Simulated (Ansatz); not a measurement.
`C=C[SiH2][SiH3]` + `FC([SiH3])([SiH3])[SiH3]` → `C=C[SiH2][SiH2]F` + `[SiH3]C([SiH3])[SiH3]`  (redistribution)

Computed with Ansatz on PBE0-D4/def2-TZVP structures; ΔE is electronic, products minus reactants. CBS: MP2 limit from def2 TZ/QZ plus the TZ coupled-cluster correction, frozen cores. DFT in def2-TZVPP. B3LYP here is the variant with VWN-RPA as its local correlation; programs differ in this. Each species was taken in one conformer, which may not be the lowest.

| level | ΔE (kcal/mol) |
| --- | --- |
| PBE0-D4 | -60.8 |
| ωB97X-V | -60.8 |
| PBE | -57.6 |
| PBE0 | -60.9 |
| B3LYP | -60.5 |
| HF/def2-TZVPP | -65.9 |
| SCS-MP2/def2-TZVPP | -65.5 |
| CCSD/CBS(def2) | -64.8 |

(1) What does CCSD(T)/CBS give? (Estimate.)

Largest T1 diagnostic among the species: 0.013.

## Answers

(1) Ansatz gave: -64.0 kcal/mol. The listed levels differ from it by 3.2, 3.2, 6.4, 3.1, 3.5, -1.9, -1.5, -0.8 kcal/mol.

From PBE to PBE0 (25 % exact exchange), in def2-TZVPP and without D4, ΔE moves by −3.4 kcal/mol.
